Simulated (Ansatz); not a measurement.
`CC=C=C[SiH3]` + H₂ → `C=C=C[SiH3]` + CH₄ at 298.15 K and 1 bar (hydrogenolysis of a C–C bond).

Program: Ansatz. Geometries: PBE0-D4/def2-TZVP. ΔE: electronic, gas phase. CCSD(T)/CBS is the MP2 limit (def2-TZVPP, def2-QZVPP) plus CCSD(T) − MP2 in def2-TZVPP, frozen cores. This one scheme is used for every species.

```json
{"species": "`CC=C=C[SiH3]`", "CCSD(T)/CBS energy (Eh)": "-446.04181", "H − E (kJ/mol)": "283.1", "S (J/(mol·K))": "348.2"}
{"species": "H₂", "CCSD(T)/CBS energy (Eh)": "-1.17544", "H − E (kJ/mol)": "35.1", "S (J/(mol·K))": "130.4"}
{"species": "`C=C=C[SiH3]`", "CCSD(T)/CBS energy (Eh)": "-406.77843", "H − E (kJ/mol)": "204.1", "S (J/(mol·K))": "312.4"}
{"species": "CH₄", "CCSD(T)/CBS energy (Eh)": "-40.46206", "H − E (kJ/mol)": "127.4", "S (J/(mol·K))": "186.2"}
```

H − E and S are ideal-gas, rigid-rotor, harmonic terms from PBE0-D4/def2-TZVP, for one conformer and one mirror image of each species. For small species the MP2-based limit differs from directly extrapolated CCSD(T) by up to some mEh (0.8 for H₂); such offsets cancel only in part. 1 Eh = 2625.50 kJ/mol, R = 8.31446 J/(mol·K).

**Question.** By hand: ΔE, ΔH, ΔS and ΔG.

**Answer.** ΔE = (-406.77843) + (-40.46206) − (-446.04181) − (-1.17544) = -0.02324 Eh = -61.0 kJ/mol. Δ(H − E) = 204.1 + 127.4 − 283.1 − 35.1 = 13.3, so ΔH = -47.7 kJ/mol. ΔS = 312.4 + 186.2 − 348.2 − 130.4 = 20.0 J/(mol·K). ΔG = -47.7 − 298.15 × (20.0)/1000 = -53.7 kJ/mol.

**Question.** By hand: the equilibrium constant, and the temperature at which ΔG would vanish if ΔH and ΔS stayed fixed.

**Answer.** log₁₀ K = −ΔG/(RT ln 10) = 9.4. ΔH and −TΔS have one sign here, so there is no such temperature.

ΔH outweighs TΔS. A doubt of 5 kJ/mol in ΔE shifts log₁₀ K by 0.9 here. Other conformers and mirror images would add mixing entropy, several J/(mol·K) or more a flexible species. These are equilibria of isolated gas molecules and say nothing of rates. Largest T1 diagnostic: 0.012 (customary marks: 0.02 for closed shells, 0.045 for open ones).
